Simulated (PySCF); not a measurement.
C₂H₅ClOSi₂, SMILES O[Si@@H]1[SiH2]C=C1Cl. Atoms are numbered in the order given.

```xyz
11

O     -1.4623    -1.1289     1.6268
Si    -0.4253    -1.0809     0.3223
Si     1.8953    -0.7213     0.4946
C      1.2560     0.7729    -0.4802
C     -0.0885     0.5949    -0.5044
Cl    -1.2216     1.7078    -1.2332
H     -1.2586    -0.5552     2.3752
H     -0.9658    -2.1002    -0.6112
H      2.8855    -1.5800    -0.2205
H      2.4607    -0.3657     1.8312
H      1.7604     1.6236    -0.9531
```
Charge 0, spin multiplicity 1.

The structure is a stationary point at B3LYP-D3(BJ)/def2-SVP. The structure was generated by enumeration; whether it is a known compound was not checked. Other conformers were not sampled.

Two levels are set side by side: PBE/pcSseg-1 (PySCF) and B3LYP/pcSseg-1 (PySCF). GIAO shifts against H2O (¹⁷O), HCl (³⁵Cl), TMS (²⁹Si), TMS (¹H), TMS (¹³C) at the same level; non-relativistic, no solvent, atoms listed together averaged. Without spin–orbit terms, shifts of atoms bonded to Cl or Br come out too high at both levels. Differences are taken from unrounded values.

```csv
quantity,B3LYP,PBE,PBE minus B3LYP
δ(¹⁷O) of O1 (ppm),50.8,58.6,7.8
δ(²⁹Si) of Si2 (ppm),1.4,2.9,1.5
δ(²⁹Si) of Si3 (ppm),-60.5,-65.7,-5.2
δ(¹³C) of C4 (ppm),163.2,159.1,-4.1
δ(¹³C) of C5 (ppm),182.2,177.6,-4.7
δ(³⁵Cl) of Cl6 (ppm),347.5,387.3,39.8
δ(¹H) of H7 (ppm),1.69,1.67,-0.02
δ(¹H) of H8 (ppm),5.58,5.86,0.28
δ(¹H) of H11 (ppm),7.57,7.60,0.03
```

Rough cost on one machine, each run with all the roots and properties that it gave: B3LYP against PBE within a factor of 2.
